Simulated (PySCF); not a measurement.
PySCF input file for cyclohexane (C6H12), SMILES C1CCCCC1, PBE0/pcSseg-1. Geometry optimised at PBE0-D3(BJ)/def2-SVP. The values are those of a single conformer.

```python
import numpy as np
from pyscf import gto, scf, dft
from pyscf.prop.nmr import rks as nmr

mol = gto.M(
    atom='''
    C    -1.26121417   -0.72816234   -0.22791870
    C    -1.26121417    0.72816234    0.22791870
    C    -0.00000000    1.45632468   -0.22791870
    C     1.26121417    0.72816234    0.22791870
    C     1.26121417   -0.72816234   -0.22791870
    C     0.00000000   -1.45632468    0.22791870
    H    -1.31818943   -0.76105702   -1.33153172
    H    -2.16011056   -1.24714041    0.14310789
    H    -2.16011055    1.24714041   -0.14310789
    H    -1.31818942    0.76105702    1.33153172
    H     0.00000000    1.52211404   -1.33153172
    H     0.00000000    2.49428082    0.14310788
    H     2.16011056    1.24714041   -0.14310789
    H     1.31818943    0.76105702    1.33153172
    H     2.16011055   -1.24714041    0.14310789
    H     1.31818942   -0.76105702   -1.33153172
    H    -0.00000000   -1.52211404    1.33153172
    H    -0.00000000   -2.49428082   -0.14310788
    ''',
    basis='pcSseg-1',
    charge=0,
    spin=0,
    max_memory=1600,
    verbose=3,
)
mf = dft.RKS(mol, xc='pbe0').density_fit(auxbasis='def2-universal-jkfit')
mf.grids.level = 3
mf.conv_tol = 1e-10
mf.max_cycle = 100
mf.kernel()
n = nmr.NMR(mf)
n.verbose = 2
n.max_cycle_cphf = 60
sigma = n.kernel()
print('atom   isotropic/ppm   span/ppm')
for i, s in enumerate(sigma):
    w = np.linalg.eigvalsh((s + s.T) / 2)
    print(f'{mol.atom_symbol(i):2s}{i + 1:3d} {w.mean():14.3f} {w[2] - w[0]:11.3f}')
```

Log of the run:

```
converged SCF energy = -235.555057193233
atom   isotropic/ppm   span/ppm
C   1        155.459       8.035
C   2        155.459       8.035
C   3        155.461       8.035
C   4        155.459       8.035
C   5        155.459       8.035
C   6        155.461       8.035
H   7         30.142       9.087
H   8         29.715      11.513
H   9         29.715      11.513
H  10         30.142       9.087
H  11         30.142       9.087
H  12         29.715      11.513
H  13         29.715      11.513
H  14         30.142       9.087
H  15         29.715      11.513
H  16         30.142       9.087
H  17         30.142       9.087
H  18         29.715      11.513
```

The calculation finished and met its thresholds.
